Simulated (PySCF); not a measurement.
CH₃F₂GaO, SMILES [F][Ga]([F])[O]C. Atoms are numbered in the order given.

```xyz
8

Ga     0.1828     0.2317     0.2219
F      1.5563     1.2336     0.5526
F     -1.0769     0.1421     1.4214
O      0.0573    -0.6728    -1.2776
C     -1.0604    -1.4988    -1.5709
H     -1.5516    -1.1384    -2.4905
H     -0.7149    -2.5313    -1.7478
H     -1.8111    -1.5180    -0.7613
```
Charge 0, spin multiplicity 1.

Geometry: r2SCAN-D4/def2-SVP. The structure was generated by enumeration; whether it is a known compound was not checked. One conformer was computed; it need not be the lowest.

The numbers are results of PBE0/pcSseg-1 (PySCF), not measurements.

GIAO shieldings, no solvent; atoms alike by connectivity are averaged. δ = σ(ref) − σ: ¹⁹F against CFCl3 (σ = 167.2 ppm); ¹⁷O against H2O (σ = 334.2 ppm); ¹³C against TMS (σ = 186.3 ppm); ¹H against TMS (σ = 31.56 ppm), references at their B3LYP-D3(BJ)/def2-TZVP geometries, non-relativistic.

```json
[
 {"atoms": "F2, F3", "nucleus": "¹⁹F", "count": "2", "δ (ppm)": "-206.0"},
 {"atoms": "O4", "nucleus": "¹⁷O", "count": "1", "δ (ppm)": "36.3"},
 {"atoms": "C5", "nucleus": "¹³C", "count": "1", "δ (ppm)": "…"},
 {"atoms": "H6, H7, H8", "nucleus": "¹H", "count": "3", "δ (ppm)": "…"}
]
```

Task: Complete the blanks. (Estimate from the structure and the level; the computed values follow.)

Result: 
- C5, δ (ppm): 60.7
- H6, H7, H8, δ (ppm): 4.39
